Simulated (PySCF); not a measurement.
BrCl₂H₂NSn, SMILES [Cl][Sn]([Cl])([NH2])[Br]. Coordinates come from a r2SCAN-D4/def2-SVP optimisation. The def2 effective core potentials stand for the cores of Sn; spin–orbit coupling is left out. One conformer was computed; it need not be the lowest.

Computed equilibrium geometry at r2SCAN-D4/def2-SVP (PySCF confirms it by a frequency run) as a Z-matrix, and its point group (one conformer of several):
point group Cs.
```
Sn
N 1 2.0258
H 2 1.0231 1 110.72
H 2 1.0231 3 107.26 1 120.91
Cl 1 2.3333 2 107.31 3 -179.46
Cl 1 2.3333 2 107.31 3 -61.70
Br 1 2.4898 2 117.03 3 59.42
```
Charge 0, spin multiplicity 1.
